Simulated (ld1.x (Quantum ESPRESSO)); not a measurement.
# u(r) = r·R(r): atom against pseudo-atom (cobalt (Co))

Columns: radius, all-electron u(r) and pseudo u(r) of the 3d shell (level -8.77 eV) of cobalt in the configuration [Ar] 3d7 4s2 4p0; LDA (PZ), non-relativistic, RRKJ scheme, ld1.x (Quantum ESPRESSO) 7.5.

```csv
r (bohr),all-electron,pseudo
0.143,0.1743,0.0285
0.285,0.5449,0.1946
0.428,0.8170,0.5126
0.570,0.9370,0.8529
0.713,0.9503,1.0626
0.855,0.9054,1.0752
0.998,0.8341,0.9502
1.140,0.7552,0.7980
1.283,0.6762,0.6823
1.425,0.6025,0.6026
1.568,0.5348,0.5348
1.710,0.4742,0.4742
1.853,0.4199,0.4199
1.995,0.3720,0.3720
2.138,0.3294,0.3294
2.280,0.2920,0.2920
2.423,0.2587,0.2587
2.565,0.2295,0.2295
2.708,0.2035,0.2035
2.850,0.1807,0.1807
2.992,0.1604,0.1604
3.135,0.1424,0.1424
3.278,0.1264,0.1264
3.420,0.1123,0.1123
3.563,0.0998,0.0998
3.705,0.0887,0.0887
```

Problem. How many radial nodes do the two functions have?

Solution. The all-electron 3d function has n − l − 1 = 0; the pseudo-wave has 0.

Problem. At about which radius was the pseudo-wave matched?

Solution. 1.45 bohr, where the columns begin to agree (steps of 0.14 bohr).

Problem. Is the pseudo-wave norm-conserving?

Solution. Yes: the RRKJ scheme keeps the norm inside the radius equal to the all-electron one, which fixes the energy derivative of the logarithmic derivative at the level.
